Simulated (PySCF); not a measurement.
Isomers of CH15NOSi5, one GFN2-xTB conformer each. Single-point energies are computed at PBE0/pcSseg-1 (PySCF, gas phase, no added dispersion term), electronic only.

Question: Rank them by PBE0/pcSseg-1 energy, lowest first (kJ/mol).
A. `[CH3:1][NH:2][Si@H:3]([SiH3:4])[SiH2:5][SiH2:6][SiH2:7][OH:8]` with C1–N2–Si3–Si4 -53°, N2–Si3–Si5–Si6 41°, Si3–Si5–Si6–Si7 -167°, Si5–Si6–Si7–O8 11°, Si6–Si7–O8–H 180°
B. `[CH3:1][NH:2][SiH2:3][Si:4]([SiH3:5])([SiH3:6])[SiH2:7][OH:8]` with C1–N2–Si3–Si4 59°, N2–Si3–Si4–Si5 -82°, Si3–Si4–Si7–O8 173°, Si4–Si7–O8–H 180°
C. `[OH:1][SiH2:2][Si@H:3]([SiH3:4])[N:5]([SiH3:6])[CH2:7][SiH3:8]` with H–O1–Si2–Si3 52°, O1–Si2–Si3–Si4 85°, Si2–Si3–N5–Si6 70°, Si3–N5–C7–Si8 81°
D. `[CH3:1][NH:2][SiH2:3][Si:4]([SiH3:5])([SiH3:6])[O:7][SiH3:8]` with C1–N2–Si3–Si4 176°, N2–Si3–Si4–Si5 68°, Si3–Si4–O7–Si8 -177°
E. `[OH:1][Si@@:2]([SiH3:3])([CH2:4][SiH3:5])[N:6]([SiH3:7])[SiH3:8]` with H–O1–Si2–Si3 177°, O1–Si2–C4–Si5 59°, O1–Si2–N6–Si7 -1°
F. `[CH3:1][O:2][SiH2:3][Si:4]([SiH3:5])([SiH3:6])[SiH2:7][NH2:8]` with C1–O2–Si3–Si4 178°, O2–Si3–Si4–Si5 -62°, Si3–Si4–Si7–N8 171°, Si4–Si7–N8–H 53° and -170°

Answer: E (0.0), D (99.4), B (129.6), F (146.0), A (165.7), C (170.8).

Neighbours under 10 kJ/mol apart (CN[Si@H]([SiH3])[SiH2][SiH2][SiH2]O and O[SiH2][Si@H]([SiH3])N([SiH3])C[SiH3]) can change places with a better method, another conformer or zero-point energy. GFN2-xTB itself gives, in the same order: 0.0, 33.1, 247.8, 261.6, 246.7, 99.9. Both levels put the same isomer lowest; measured from each level's own lowest isomer, the values differ by up to 118.2 kJ/mol (CN[SiH2][Si]([SiH3])([SiH3])[SiH2]O: 247.8 against 129.6).

Which frontier levels, dipoles and rotational constants go with these structures?

| SMILES | HOMO (eV, PBE0/pcSseg-1) | LUMO (eV) | dipole (D) | A, B, C (MHz) |
| --- | --- | --- | --- | --- |
| O[Si@@]([SiH3])(C[SiH3])N([SiH3])[SiH3] | -7.26 | -0.24 | 1.27 | 791.9, 710.0, 565.6 |
| CN[SiH2][Si]([SiH3])([SiH3])O[SiH3] | -6.74 | -1.34 | 0.78 | 940.5, 462.1, 452.0 |
| CN[SiH2][Si]([SiH3])([SiH3])[SiH2]O | -6.70 | -0.72 | 2.08 | 832.4, 578.4, 526.8 |
| CO[SiH2][Si]([SiH3])([SiH3])[SiH2]N | -7.23 | -0.79 | 1.48 | 862.0, 536.4, 489.2 |
| CN[Si@H]([SiH3])[SiH2][SiH2][SiH2]O | -6.50 | -1.29 | 1.85 | 1528, 305.6, 288.3 |
| O[SiH2][Si@H]([SiH3])N([SiH3])C[SiH3] | -6.52 | -1.07 | 2.17 | 870.7, 613.0, 502.4 |
